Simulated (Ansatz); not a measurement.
```xyz
10

N     0.855    1.176   -0.759
C    -0.291    0.587   -0.077
B    -0.111   -0.941    0.217
O    -1.204   -1.666    0.552
H     1.716    0.934   -0.285
H     0.798    2.185   -0.777
H    -0.541    1.065    0.890
H    -1.188    0.718   -0.695
H     0.972   -1.473    0.186
H    -1.005   -2.584    0.748
```

Total charge 0; spin multiplicity 1.

(1) List the B3LYP/def2-TZVPP orbital energies in eV (Ansatz). (An estimate is asked.)

Results:

(1) Ansatz gave: Occupied: -521.17, -388.84, -276.71, -183.97, -28.26, -23.74, -18.04, -15.25, -13.54, -12.30, -12.00, -10.90, -10.20, -9.99, -8.31, -6.43. Lowest empty: -0.22, 0.50, 0.92, 1.75, 2.47, 2.78, 3.37, 3.89.

B3LYP here is the variant with VWN-RPA as its local correlation; programs differ in this.
